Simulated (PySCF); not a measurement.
## A small calculation by hand: oscillator strength and radiative lifetime

C4H9O, SMILES C1CC[OH+]C1, charge +1.

Geometry: PBE-D3(BJ)/def2-SVP. The isomer is the one that the SMILES or the coordinates give; other isomers of the formula were not compared. One conformer was computed; it need not be the lowest.

TDA-B3LYP/def2-SVPD (PySCF 2.14.0) puts the first singlet state with f over 0.02 at 8.82 eV (vertical), with the transition dipole (-0.326, 0.380, -0.118) in atomic units.

Find the oscillator strength, the wavelength and the radiative lifetime that this transition would have in vacuum if emission retraced absorption.


|μ|² = 0.2646 au, so |μ| = 1.31 D. ΔE = 8.82/27.211 = 0.3241 hartree. f = (2/3) ΔE |μ|² = 0.057 (the program prints 0.057).
λ = 1239.84/8.82 = 141 nm; ν = 71138 cm⁻¹.
Einstein's coefficient A = 0.6670 ν² f s⁻¹ (ν in cm⁻¹) = 1.9e8 s⁻¹, so τ = 1/A = 5.2 ns. This state is S3; the lower singlets have f = 0.006, 0.002. The figure is the radiative limit of this one transition; relaxation, internal conversion, crossing to triplets and a medium change what is measured.
